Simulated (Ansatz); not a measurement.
Gas-phase reaction (SMILES): O[Si](Cl)(Cl)Cl -> [O][Si](Cl)(Cl)Cl + H atom; the H-O bond at the site shown breaks (other sites are not compared here).

Structures are relaxed separately at B3LYP-D3(BJ)/def2-TZVP in Ansatz (a first-principles code), one conformer each, not searched for the lowest. Valence correlation only, unless marked. Open shells are spin-unrestricted. Spin-orbit coupling is left out. No relativistic terms. CBS(X,Y): correlation extrapolated as X^-3; Hartree-Fock from the larger set. Thermal terms are rigid-rotor harmonic-oscillator values from B3LYP-D3(BJ) frequencies (Ansatz) at 298.15 K and 1 atm. 1 Eh = 627.5095 kcal/mol. Atoms have translation alone.

| species | E, CCSD(T)/CBS(cc-pV(T+d)Z,cc-pV(Q+d)Z) (Ansatz) (Eh) | E, wB97M-V/def2-TZVPD (Ansatz) (Eh) | H - E (Eh) |
|---|---|---|---|
| O[Si](Cl)(Cl)Cl | -1744.39215 | -1746.12706 | 0.02725 |
| [O][Si](Cl)(Cl)Cl | -1743.68357 | -1745.42953 | 0.01527 |
| H atom | -0.49995 | -0.49411 | 0.00236 |

### Question
Work out ΔE and ΔH at 298.15 K at the first level, then ΔH at the second.

### Answer

1. ΔE = [(-1743.68357) + (-0.49995)] - [(-1744.39215)] = 0.20863 Eh = 130.9 kcal/mol at CCSD(T)/CBS(cc-pV(T+d)Z,cc-pV(Q+d)Z).
2. The terms H - E add up to -0.00962 Eh, so ΔH = (0.20863 + (-0.00962))×627.5095 = 124.9 kcal/mol.
3. At wB97M-V/def2-TZVPD the same steps give ΔE = 127.6 and ΔH = 121.6 kcal/mol, a shift of -3.3 from the first level.
4. These values are not checked against measurement here, since the tables used lack a sound gas-phase enthalpy of formation for at least one species.
